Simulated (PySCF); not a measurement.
## Field gradients at the hydrogen positions

Compound: C7H11F.
Cartesian coordinates in Å at the GFN2-xTB level; atoms count from 1:
```xyz
19
C7H11F angstrom
C     -1.0549   -0.4509    1.5597
C     -0.7566   -0.1599    0.0842
C     -1.5932    1.0309   -0.3983
C     -1.0583   -1.3975   -0.7690
C      0.6559    0.1659   -0.0576
C      1.8138    0.4624   -0.1533
C      3.2230    0.7609   -0.3109
F      3.8518   -0.1826   -1.0977
H     -2.1056   -0.7035    1.6845
H     -0.8299    0.4186    2.1736
H     -0.4522   -1.2845    1.9130
H     -2.6528    0.8036   -0.3032
H     -1.3768    1.2517   -1.4412
H     -1.3727    1.9173    0.1928
H     -0.4544   -2.2413   -0.4422
H     -2.1096   -1.6633   -0.6798
H     -0.8350   -1.2019   -1.8155
H      3.7342    0.7536    0.6603
H      3.3636    1.7298   -0.8066
```

Level: PBE0/pcSseg-1 (PySCF, non-relativistic); Q(2H) = 0.00286 b; rigid geometry, the same for H and D, with no vibrational averaging.

Question: Give the electric field gradient Vzz (the principal value of largest size), its asymmetry and the 2H coupling at each hydrogen.

Answer: 
```tsv
atom	bonded to	bond length (Å)	Vzz (au)	η	χzz (kHz)
H9	C1	1.088	0.3145	0.03	211
H10	C1	1.088	0.3134	0.02	211
H11	C1	1.088	0.3135	0.02	211
H12	C3	1.088	0.3144	0.03	211
H13	C3	1.088	0.3133	0.02	211
H14	C3	1.088	0.3131	0.02	210
H15	C4	1.088	0.3127	0.03	210
H16	C4	1.088	0.3142	0.03	211
H17	C4	1.088	0.3130	0.03	210
H18	C7	1.098	0.2826	0.07	190
H19	C7	1.097	0.2827	0.07	190
```

Isolated species at its GFN2-xTB geometry, gas phase. GFN2-xTB bond lengths can be off by several hundredths of an ångström, more for odd bonds, and the gradients follow them. These gradients aren't converged with respect to the basis.
